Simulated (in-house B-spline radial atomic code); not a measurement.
How numerical settings move a run on V³⁺, [Ar] 3d2. Computed with a B-spline radial code for spherical atoms: non-relativistic revTPSS, spherical fractional occupations, point nucleus.

Command:
```bash
python run_scf.py task.json out
```
Settings of the sound reference run:
```
Z                23
electrons        20
configuration    [Ar] 3d2
hamiltonian      nr
method           revtpss,revtpss
spin_polarised   False
knot_spacing     0.22
spline_order     8
gauss_points     12
box_radius       16.22
max_iterations   70
damping          0.5
damped_steps     3
diis_vectors     10
tolerance        1e-08
start            Thomas-Fermi
```

Cost of the run: 0.14 s on 1 thread of Intel(R) Xeon(R) 6975P-C, with other jobs on the host.

It converges in 8 iterations to -941.678249 hartree, with 3d at -36.7752 eV. The other runs change the listed settings, some to values that make no sense; their results aren't properties of the atom or ion. Radii are in bohr (the nuclear one in fm), a minus after a letter asks for a j subshell, and «unchanged» means within 1e-8 hartree. The run stops when the residual is below 10 × tolerance × max(1, Z/10), or a noise floor if that is larger, and the energy moves by less than 1e-8 × √|E| hartree; so very loose and very tight tolerances often act alike.

| changed settings | outcome |
| --- | --- |
| damped_steps = 30 | converged in 14 iterations, energy unchanged, 3d level -7.0e-07 eV |
| damped_steps = 8 | converged in 11 iterations, energy unchanged, 3d level -6.4e-07 eV |
| electrons = 29, configuration = [Ar] 3d11, max_iterations = 75 | stopped with error: shell 3d holds at most 10 electrons |
| knot_spacing = 2, box_radius = 64.88, max_iterations = 12 | converged in 8 iterations, energy +7.18e+01 hartree from the reference, 3d level -1.8e+01 eV |
| electrons = 21, configuration = [Ar] 3d2 4s-1, max_iterations = 75 | stopped with error: j subshells need the Dirac Hamiltonian and l > 0 |
| damping = 0 | converged in 7 iterations, energy unchanged, 3d level -1.2e-06 eV |
| tolerance = 1e-05 | converged in 5 iterations, energy unchanged, 3d level +7.4e-04 eV |
| damping = 0.8 | converged in 8 iterations, energy unchanged, 3d level +3.5e-06 eV |
| damping = 0.2 | converged in 7 iterations, energy unchanged, 3d level +2.2e-06 eV |
| tolerance = 1e-13 | converged in 8 iterations, energy unchanged |
| knot_spacing = 1.4, first_knot = 0.13, max_iterations = 60, damping = 0.8, tolerance = 1e-13 | converged in 13 iterations, energy +2.87e+01 hartree from the reference, 3d level -5.0e+00 eV (the program warns: 1s reaches the box edge; 2s reaches the box edge) |
| first_knot = 0.000435, max_iterations = 3, damping = 0.2, damped_steps = 8 | not converged after 3 iterations, last residual 3.1e-04, last energy -5.98e-06 hartree from the reference |

Q: What happens with knot_spacing = 2, max_iterations = 5, diis_vectors = 4?

A: Not converged after 5 iterations, last residual 1.1e-04, last energy +5.44e+01 hartree from the reference.

Q: What happens with hamiltonian = dirac, method = hf, nucleus = fermi, rms_radius = 3.6002, mass_number = 51, atomic_mass = 50.94396, speed_of_light = 25.31055?

A: Converged in 9 iterations to -1238.3777 hartree, a different physical problem.

Q: What happens with damped_steps = 0?

A: Converged in 6 iterations, energy unchanged, 3d level +4.4e-06 eV.

Q: What happens with damped_steps = 1?

A: Converged in 6 iterations, energy unchanged, 3d level +6.3e-06 eV.
